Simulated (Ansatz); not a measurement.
C3H6BF can be A, `FB1CCC1`, or B, `CC1CB1F`.

Isolated molecules relaxed with PBE0-D4/def2-TZVP in Ansatz; ΔE leaves out vibrations. CCSD(T)/CBS is the MP2 limit (def2-TZVPP, def2-QZVPP) plus CCSD(T) − MP2 in def2-TZVPP, frozen cores. DFT in def2-TZVPP. B3LYP here is the variant with VWN-RPA as its local correlation; programs differ in this.

A:

Z-matrix (Å, degrees):
```
C
B 1 1.571
C 1 1.558 2 84.4
H 1 1.091 2 120.8 3 -119.3
H 1 1.095 2 112.6 3 111.2
F 2 1.319 1 132.9 3 160.2
C 2 1.570 1 93.7 3 -12.8
H 3 1.091 1 115.5 2 134.0
H 3 1.091 1 111.3 2 -102.1
H 7 1.095 2 112.7 1 -98.5
H 7 1.091 2 120.8 1 132.0
```

B:

Z-matrix (Å, degrees):
```
C
C 1 1.509
H 1 1.094 2 111.4
H 1 1.093 2 111.1 3 -120.5
H 1 1.094 2 111.4 3 120.0
C 2 1.587 1 118.8 3 -75.9
B 2 1.513 1 124.3 3 -145.4
H 2 1.090 1 113.9 3 59.8
H 6 1.089 2 115.8 1 -4.1
H 6 1.086 2 116.7 1 132.0
F 7 1.311 2 148.7 1 -70.6
```

(1) Which is lower in electronic energy at CCSD(T)/CBS, and by how much? (Best estimate.)

(2) Give E(B) − E(A) in kJ/mol with HF/def2-TZVPP, CCSD(T)/def2-TZVPP, B2PLYP, MP2/def2-TZVPP, ωB97M-V, PBE-D4, B3LYP. (An estimate is asked.)

Largest T1 diagnostic: 0.011.

## Answers

(1) The calculation gave: A, by 85.5 kJ/mol.

(2) Computed: HF/def2-TZVPP 83.5, CCSD(T)/def2-TZVPP 86.8, B2PLYP 80.8, MP2/def2-TZVPP 86.1, ωB97M-V 84.3, PBE-D4 79.5, B3LYP 76.9. None reverses the order clearly.

From PBE to PBE0 (25 % exact exchange), in def2-TZVPP and without D4, E(B) − E(A) moves by +4.5 kJ/mol.
